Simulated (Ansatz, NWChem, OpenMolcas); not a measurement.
**How methods differ on AlI (SMILES [Al][I])**

AlI: 2 atoms, total charge 0, spin state singlet. As SMILES, `[Al][I]`. The bond length is the measured one.

```tsv
atom	x (Å)	y (Å)	z (Å)
Al	0.0000	0.0000	0.0000
I	0.0000	0.0000	2.5371
```

Quantity: the energy change with the Al1–I2 bond stretched from 2.537 to 5.582 Å, in eV. The values are calculated.

| level | kind | program | value (eV) |
| --- | --- | --- | --- |
| revPBE/def2-TZVPPD (core potential) (restricted) | GGA | OpenMolcas | 3.02 |
| TPSS/def2-TZVPPD (core potential) (restricted) | meta-GGA | OpenMolcas | 3.19 |
| r2SCAN/def2-TZVPPD (core potential) (restricted) | meta-GGA | Ansatz | 3.35 |
| B3LYP/def2-TZVPPD (core potential) (restricted) | global hybrid | Ansatz | 3.17 |
| CAM-B3LYP/def2-TZVPPD (core potential) (restricted) | range-separated hybrid | NWChem | 3.52 |
| wB97X/def2-TZVPPD (core potential) (restricted) | range-separated hybrid | NWChem | 3.71 |
| PBE-QIDH/def2-TZVPPD (core potential) (restricted) | double hybrid | Ansatz | 3.78 |
| RPA@PBE0/def2-TZVPPD (core potential) (restricted) | RPA | Ansatz | 3.36 |
| MP2/def2-TZVPPD (core potential) (restricted) | perturbation theory | OpenMolcas | 3.84 |
| CCSD/def2-TZVPPD (core potential) (restricted) | coupled cluster or CI | Ansatz | 3.73 |

The first shape isn't each level's own minimum. The values span 3.02 to 3.84 eV. In the correlated wave-function rows the outer d shell of I is correlated, in sets not made for it.
